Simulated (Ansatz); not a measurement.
Calculated with Ansatz (gas phase, PBE0-D4/def2-TZVP geometries, no zero-point term in ΔE). CBS: MP2 limit from def2 TZ/QZ plus the TZ coupled-cluster correction, frozen cores. This one scheme is used for every species. DFT in def2-TZVPP. HSE06 is defined as in plane-wave codes. def2 core potentials past Kr. For Sn outer-core shells are correlated without core-valence functions, which leaves a few kJ/mol of doubt a bond.

`[SiH3][Al]([Cl])[SnH3]` + H₂ → `[SiH3][AlH][SnH3]` + HCl  (hydrogenolysis of the Al–Cl bond)

`[SiH3][Al]([Cl])[SnH3]`:

```xyz
10

Si   -2.024   -1.094   -0.107
Al   -0.431    0.739    0.242
Cl   -1.219    2.606    0.823
Sn    2.207    0.606   -0.043
H    -1.914   -1.597   -1.506
H    -1.690   -2.230    0.799
H    -3.434   -0.689    0.142
H     2.634    0.153   -1.637
H     2.989    2.086    0.296
H     2.882   -0.580    0.991
```

H₂:

Cartesian coordinates in Å:
```
H -0.369 0.055 -0.006
H 0.369 -0.055 0.006
```

`[SiH3][AlH][SnH3]`:

Z-matrix (Å, degrees):
```
Si
Al 1 2.456
H 1 1.489 2 114.3
H 1 1.492 2 109.8 3 121.3
H 1 1.492 2 109.8 3 -121.4
Sn 2 2.662 1 119.8 3 -179.6
H 2 1.590 1 121.6 3 0.4
H 6 1.713 2 111.9 1 119.6
H 6 1.713 2 112.0 1 -121.3
H 6 1.712 2 113.4 1 -0.8
```

HCl:

```xyz
2

Cl   -0.435   -0.154   -0.443
H     0.435    0.154    0.443
```

Is it downhill or uphill in electronic energy at CCSD(T)/CBS, and by how much? (Best estimate.)

The calculation gave: Uphill: ΔE = +36.8 kcal/mol.

What do these levels give: HSE06-D4, BHLYP-D4, ωB97M-V, PBE, revPBE, r2SCANh, HSE06, HF/def2-SVP, CCSD/def2-TZVPP, CCSD(T)/def2-TZVPP, HF/def2-QZVPP, MP2/def2-QZVPP? (Estimate.)

Ansatz gave: HSE06-D4 36.0, BHLYP-D4 36.7, ωB97M-V 36.4, PBE 35.1, revPBE 34.8, r2SCANh 37.3, HSE06 35.1, HF/def2-SVP 33.3, CCSD/def2-TZVPP 34.6, CCSD(T)/def2-TZVPP 35.4, HF/def2-QZVPP 33.8, MP2/def2-QZVPP 38.8 kcal/mol.

Largest T1 diagnostic among the species: 0.014.

The D4 term adds +1.6 kcal/mol with B3LYP and +0.9 kcal/mol with PBE0; it sums over pairs of atoms, weighted by their polarisabilities, and B3LYP, whose exchange is more repulsive, gets the larger term. Leaving LDA and LC-ωPBE aside and taking each functional with its dispersion term where it has one, the values, not all of them listed here, spread over 3.5 kcal/mol, from B97M-V to r2SCAN-D4.

B3LYP here is the variant with VWN-RPA as its local correlation; programs differ in this.
